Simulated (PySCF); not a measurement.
Gas-phase reaction: SnO2 + 2 H2O = Sn(OH)2 + H2O2. Level: ωB97M-V/def2-TZVP†; standard pressure 1 bar.

Method: PySCF energies plus ideal-gas RRHO corrections (1 bar). S°(298 K) at PBE0/def2-TZVP differs from the NASA 1993 table for H2O2 (-8 J/mol/K); whether the harmonic model or the table's entry is off was not settled. † marks an energy on the PBE0/def2-TZVP geometry and frequencies. All species are closed-shell singlets. Sn: scalar-relativistic def2 core potential, no spin-orbit coupling. No R ln 2 is added for the mirror-image form of H2O2. SnO2, Sn(OH)2: computed as isolated molecules; such fragments, hydroxides, amides, oligomers or adducts are transient or little studied in the gas. The harmonic model lacks anharmonicity and excited electronic states, which grow with temperature; levels with a mode under 35 cm⁻¹ are left out. Internal rotation in Sn(OH)2, H2O2 is treated as a harmonic vibration of one conformer, which makes the entropy rough.

| T (K) | 1000/T (1/K) | log10 K |
|---|---|---|
| 1200 | 0.8333 | -0.45 |
| 1400 | 0.7143 | -1.14 |
| 1600 | 0.6250 | -1.64 |
| 1800 | 0.5556 | -2.02 |
| 2000 | 0.5000 | -2.32 |
| 2500 | 0.4000 | ? |

### Question
Fit log10 K = a + b·(1000/T) to the five rows, get the mean ΔH° and ΔS°, and predict log10 K at 2500 K.

### Answer
Means: 1000/T = 0.6456, log10 K = -1.514. Sums of products about the means: Sxy = 0.39090, Sxx = 0.069675, so b = Sxy/Sxx = 5.61 and a = -1.514 − (5.61)×0.6456 = -5.14.
ΔH° = −R ln 10 × 1000 K × b = −19.145 × (5.61) = -107 kJ; ΔS° = R ln 10 × a = -98 J/K. The run's own values go from -112 kJ and -102 J/K at 1200 K to -95 kJ and -92 J/K at 2500 K.
Prediction at 2500 K: -5.14 + (5.61)×0.4000 = -2.90. The computed value is -2.84, 0.06 from the line.
For scale, ΔH°(298 K) is -120 kJ at this level, -116 kJ at ωB97X-V/def2-TZVP†, and runs from -187 to -29 kJ over the 18 levels computed.
